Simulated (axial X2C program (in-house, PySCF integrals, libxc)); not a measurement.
# Working with the constants of MoCl⁺

A bond curve at the CCSD(T) level, two-component, was computed with an axial X2C code built on PySCF integrals (basis Mo dyall-cv3z [11s12p9d5f3g], Cl dyall-av3z [9s8p3d2f] (cores contracted in-house)) for the state Ω = 2 (⟨Sz⟩ = 2.00, ⟨Lz⟩ = 0.00 at HF). Its fit gives Re = 2.2416 Å, ωe = 444.3 cm⁻¹, ωexe = 1.2 cm⁻¹ and αe = 4.759e-04 cm⁻¹; the masses are 97.9054 and 34.9689 u. Two-component means X2C with spin–orbit coupling and atomic mean-field Coulomb and Gaunt terms.

Correlated methods: 12 electrons correlated (number of frozen shells: Mo 4 s, 3 p, 1 d; Cl 2 s, 1 p), 292 virtual spin orbitals or spinors in MP2, 90 natural virtuals in coupled cluster.

Task: Find the reduced mass, Be and the force constant.

Result: From the CCSD(T) values: μ = 25.7660 u. Be = 16.8576/(μ Re²) = 0.1302 cm⁻¹. k = 5.8918×10⁻⁷ μ ωe² = 3 mdyn/Å.

Task: Estimate De from a Morse curve and compare with the computed well depth of 2.460 eV to Mo+ + Cl.

Result: De(Morse) = ωe²/(4ωexe) = 5.099 eV against 2.460 eV computed, a ratio of 2.07. The extrapolation overshoots: the well softens faster than a Morse curve, or the lowest atomic limit lies below the one to which the curve heads.

Task: Estimate the centrifugal constant by the Kratzer relation.

Result: D = 4Be³/ωe² = 4.47e-08 cm⁻¹.

Task: Where do the fundamental and the first overtone lie?

Result: ν(1←0) = ωe − 2ωexe = 441.9 cm⁻¹; ν(2←0) = 2ωe − 6ωexe = 881.4 cm⁻¹.

Task: A Morse curve ties αe to the other constants (Pekeris). How well does that hold?

Result: αe(Morse) = 6Be²/ωe × (√(ωexe/Be) − 1) = 4.661e-04 cm⁻¹; the CCSD(T) curve gives 4.759e-04 cm⁻¹, a ratio of 0.98.

Occupations by symmetry block were frozen at the best pattern of an incomplete PBE0 search. De is counted from the lowest determinant-based energies of the atoms at the same level, without counterpoise correction. Coupled cluster ran in a truncated set of natural virtual spinors; the MP2 energy of the rest was added. (T) has no such correction and the atoms are truncated less, which lowers De at CCSD(T) by a hundredth of an eV or more. PBE0 can misorder states that lie within some tenths of an eV, so this need not be the ground state of the molecule. The nearest other 2c determinant of the search, Ω = 1, lies 0.12 eV up at the distance of the search. With several unpaired electrons one determinant need not be a pure state. Open-shell Ω = 0 determinants with evenly filled partner blocks cannot be reached by this program, so the Ω shown need not be the lowest component. With the outer-core shells frozen, correlated bond lengths of heavy atoms tend to come out a few hundredths of an ångström too long.
